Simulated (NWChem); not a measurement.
System: CH4O4Si; SMILES O(C=O)[SiH](O)O

```xyz
10

O     -0.5632     2.0523    -0.5276
C      0.5815     1.7445    -0.2299
O      0.9921     0.5525     0.2031
Si    -0.0365    -0.8376     0.4855
O     -1.5554    -0.4204    -0.0101
O      0.5920    -2.1311    -0.3350
H      1.4351     2.4655    -0.2951
H      0.1369    -1.1500     1.9250
H     -1.5634     0.5399    -0.2648
H      0.3540    -2.1866    -1.2777
```
Atoms are numbered in this order, from 1.

Level: PBE-D3(BJ)/def2-SVP (NWChem), optimised geometry, unscaled harmonic frequencies. 

```tsv
frequency (cm⁻¹)	IR intensity (km/mol)
37	0.3
197	14.1
214	12.9
240	21.3
277	22.5
336	83.4
380	56.6
622	28.7
659	107.1
721	23.4
766	124.6
794	36.3
850	147.1
897	60.8
966	271.4
1007	0.1
1053	215.8
1234	374.7
1354	2.9
1730	290.0
2278	99.9
2963	72.8
3395	409.3
3760	86.8
```

The zero-point energy comes out as 38.2 kcal/mol and the thermal correction to the enthalpy at 298.15 K (with zero-point energy) is 43.3 kcal/mol. The heat capacity Cv is 24.8 cal/(mol K) and the entropy at 298.15 K and 1 atm (symmetry number 1) comes out as 84.4 cal/(mol K). The dipole moment is 1.48 D.

Rigid rotor and harmonic oscillator; modes under 100 cm⁻¹ make the entropy uncertain.
